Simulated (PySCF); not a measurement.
A structure optimised at B3LYP-D3(BJ)/def2-TZVP, used in a PySCF frequency run:

```
C
H 1 1.0846
H 1 1.0846 2 115.26
H 1 1.0846 2 115.26 3 -138.12
Cd 1 2.2011 2 102.76 3 110.94
```
Charge +1, spin multiplicity 1.

Question: Write its SMILES, formula and point group.

Answer: [CH3][Cd+], CH3Cd, C3v

Question: What are its rotational constants (standard atomic weights)?

Answer: 149.37, 7.3322, 7.3322 GHz
